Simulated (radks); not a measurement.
Trend from Lu3+ to Hg3+: ionisation energy by Delta-SCF between NIST ground configurations, and size. Calculated with a radial shooting solver on a logarithmic mesh with Libxc functionals: scalar-relativistic Kohn-Sham, PBE, spin-polarised, spherical densities, finite nucleus; open shells are filled with parallel spins first (spin-orbit coupling, left out, can overturn this in heavy ions); Fermi nuclear charge, rms radius of each element as measured or else 0.836 A^(1/3) + 0.57 fm.

\begin{tabular}{lrrrr}
species & configuration & IE (eV) & NIST (eV) & kind \\ \hline
Lu3+ & [Xe] 4f14 & 46.499 & 45.25 & semi-emp. \\
Hf3+ & [Xe] 4f14 5d1 & 33.069 & 33.37 & semi-emp. \\
Ta3+ & [Xe] 4f14 5d2 & 35.638 & 35 & theory \\
W3+ & [Xe] 4f14 5d3 & 38.130 & 38.2 & semi-emp. \\
Re3+ & [Xe] 4f14 5d4 & 40.554 & 39 & theory \\
Os3+ & [Xe] 4f14 5d5 & 42.921 & 41 & theory \\
Ir3+ & [Xe] 4f14 5d6 & 41.394 & 40 & theory \\
Pt3+ & [Xe] 4f14 5d7 & 44.075 & 43 & theory \\
Au3+ & [Xe] 4f14 5d8 & 46.657 & 45 & theory \\
Hg3+ & [Xe] 4f14 5d9 & 49.159 & 48.6 & exp. \\
\end{tabular}

Reference values: NIST Atomic Spectra Database (exp. = measured, semi-emp. = semi-empirical, theory = theoretical value adopted there). Open shells are spherical and high-spin; term and fine-structure splittings are not resolved. Spin-orbit splitting is averaged out at the scalar-relativistic level.
